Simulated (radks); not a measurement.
All-electron atom: Os36+ in [Kr] 4d4 (the NIST ground configuration). Method: Dirac Kohn-Sham, LB94 model potential, spin-unpolarised, spherical densities, finite nucleus; open shells fill j = l - 1/2 first; Fermi nuclear charge, rms radius 5.4126 fm; computed with a radial shooting solver on a logarithmic mesh with Libxc functionals. Some entries of the table are withheld. Estimate them.

orbital,occ.,eigenvalue (eV),<r^2> (bohr^2)
1s1/2,2,-75510.76,0.0004325
2s1/2,2,-14427.78,0.006559
2p1/2,2,(1),(2)
2p3/2,4,(3),(4)
3s1/2,2,-4512.113,0.04206
3p1/2,2,-4272.336,0.03839
3p3/2,4,-3930.094,0.04451
3d3/2,4,-3529.571,0.03420
3d5/2,6,-3454.954,0.03586
4s1/2,2,-1976.388,0.1766
4p1/2,2,(5),0.1754
4p3/2,4,(6),0.1963
4d3/2,4,-1604.439,(7)
4d5/2,0,-1582.547,(8)
5s1/2,0,-1114.444,0.5299
5p1/2,0,-1066.592,0.5414
5p3/2,0,-1022.931,0.5886

Answer. 
(1) 2p1/2 eigenvalue (eV): -13891.92
(2) 2p1/2 <r^2> (bohr^2): 0.004661
(3) 2p3/2 eigenvalue (eV): -12348.75
(4) 2p3/2 <r^2> (bohr^2): 0.005852
(5) 4p1/2 eigenvalue (eV): -1873.939
(6) 4p3/2 eigenvalue (eV): -1771.049
(7) 4d3/2 <r^2> (bohr^2): 0.1893
(8) 4d5/2 <r^2> (bohr^2): 0.1953
